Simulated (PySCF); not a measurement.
A small calculation by hand: dipole moment from atomic charges

Zn(Me)(NH2) (CH5NZn), SMILES [Zn]([CH3])[NH2]. Atoms are numbered in the order given.

```xyz
8

Zn    -0.0104    -0.0250     0.0127
C     -0.3720     1.4649    -1.1668
H     -1.2431     2.0543    -0.8134
H     -0.6003     1.1158    -2.1950
H      0.4979     2.1510    -1.2284
N      0.4946    -1.3719     1.1559
H      0.4889    -2.3152     0.7456
H     -0.0623    -1.4418     2.0180
```

Coordinates come from a PBE-D3(BJ)/def2-SVP optimisation. One conformer was computed; it need not be the lowest.

Charges (e) from PBE/def2-TZVPD (PySCF):

| atom | ESP fit | IAO |
|---|---|---|
| Zn1 | 0.665 | 1.194 |
| C2 | -0.788 | -0.969 |
| H3 | 0.151 | 0.147 |
| H4 | 0.151 | 0.147 |
| H5 | 0.188 | 0.147 |
| N6 | -0.879 | -1.158 |
| H7 | 0.258 | 0.246 |
| H8 | 0.253 | 0.246 |

The dipole moment of the full density is 1.00 D.

Q: What dipole moment does each set of point charges give, and which comes closer to that of the density?

A: 
μ = Σ q r, and 1 e Å = 4.8032 D.
ESP fit: Σ q r = (-0.223, -0.044, -0.070) e Å, |μ| = 1.14 D.
IAO: Σ q r = (-0.318, -0.003, -0.136) e Å, |μ| = 1.66 D.
ESP fit comes closer in size. Point charges leave out the atoms' own dipoles (lone pairs, polarised bonds); fits to the potential absorb them, partitions of the density don't.
